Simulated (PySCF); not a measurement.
C₅H₈GaNO₂, singlet (GFN2-xTB optimised geometry):

```
17

Ga    -0.815    -2.593     0.000
H     -1.542    -2.964     1.289
O      0.928    -2.593     0.000
H      1.542    -3.310    -0.126
O     -1.516    -3.011    -1.547
H     -2.357    -3.385    -1.782
C     -0.780     2.232    -0.088
C     -0.321     1.465    -1.148
C     -0.423     0.088    -1.059
N     -0.943    -0.512     0.000
C     -1.381     0.210     1.018
C     -1.321     1.593     1.017
H     -0.715     3.310    -0.120
H      0.109     1.925    -2.023
H     -0.086    -0.581    -1.842
H     -1.786    -0.352     1.851
H     -1.686     2.155     1.863
```

Method: PBE0/def2-SVP run with PySCF 2.14.0.

Question: What are the frontier orbital energies and the dipole moment?

Answer: HOMO-2 -7.55 eV, HOMO-1 -7.19 eV, HOMO -6.74 eV, LUMO -1.70 eV, LUMO+1 -1.12 eV; dipole moment 5.19 D.

On the same geometry PySCF with PBE/def2-SVP gives HOMO-2 -5.80 eV, HOMO-1 -5.44 eV, HOMO -5.13 eV, LUMO -2.59 eV, LUMO+1 -2.07 eV; dipole moment 5.10 D.

Meta-Löwdin charges at PBE0/def2-SVP: Ga1 0.66, H2 -0.16, O3 -0.72, H4 0.31, O5 -0.72, H6 0.31, C7 -0.06, C8 -0.12, C9 0.05, N10 -0.13, C11 0.04, C12 -0.12, H13 0.12, H14 0.13, H15 0.14, H16 0.13, H17 0.13.
